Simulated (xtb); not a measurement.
Energy landscape of H3N (cation, charge +1), doublet: map of symmetric stretch and umbrella angle. Scanned: N-H bond length and angle between the N-H bonds and the threefold axis (90 = planar).

Cartesian coordinates as functions of the variables (Å; names that start with a are angles):
```
N  0  0  0
H  r*sin(a)*cos(0*2*pi/3+0)  r*sin(a)*sin(0*2*pi/3+0)  0+r*cos(a)
H  r*sin(a)*cos(1*2*pi/3+0)  r*sin(a)*sin(1*2*pi/3+0)  0+r*cos(a)
H  r*sin(a)*cos(2*2*pi/3+0)  r*sin(a)*sin(2*2*pi/3+0)  0+r*cos(a)
```

Calculation: GFN1-xTB in xtb 6.7.1.

Energy in kcal/mol above the lowest grid point; x is the N-H bond length (Å), y the angle between the N-H bonds and the threefold axis (90 = planar) (°).

| y \ x | 0.90 | 0.93 | 0.99 | 1.05 | 1.10 | 1.13 | 1.18 | 1.22 | 1.27 |
|---|---|---|---|---|---|---|---|---|---|
| 130 | 94.1 | 79.1 | 62.7 | 59.0 | 62.4 | 66.4 | 75.6 | 84.7 | 97.7 |
| 126.30 | 78.6 | 64.0 | 48.2 | 45.1 | 49.0 | 53.3 | 62.9 | 72.4 | 86.0 |
| 121.78 | 63.3 | 49.1 | 34.0 | 31.5 | 35.9 | 40.5 | 50.7 | 60.6 | 74.6 |
| 117.79 | 52.7 | 38.7 | 24.2 | 22.2 | 26.9 | 31.8 | 42.3 | 52.5 | 66.9 |
| 114.42 | 45.4 | 31.7 | 17.5 | 16.0 | 21.0 | 26.0 | 36.9 | 47.3 | 61.9 |
| 110.21 | 38.4 | 24.8 | 11.2 | 10.0 | 15.4 | 20.6 | 31.8 | 42.4 | 57.3 |
| 105.86 | 33.0 | 19.7 | 6.4 | 5.6 | 11.3 | 16.7 | 28.2 | 39.0 | 54.2 |
| 102.20 | 29.7 | 16.6 | 3.6 | 3.1 | 9.0 | 14.6 | 26.2 | 37.2 | 52.5 |
| 98.92 | 27.7 | 14.6 | 1.9 | 1.6 | 7.7 | 13.3 | 25.0 | 36.1 | 51.6 |
| 93.05 | 25.7 | 12.8 | 0.2 | 0.2 | 6.4 | 12.1 | 24.0 | 35.3 | 50.9 |
| 90 | 25.5 | 12.5 | 0.0 | 0.0 | 6.3 | 12.0 | 23.9 | 35.2 | 50.8 |

Points that lie below all their neighbours on the grid: x = 1.05, y = 90 on the edge of the grid (0.0 kcal/mol).
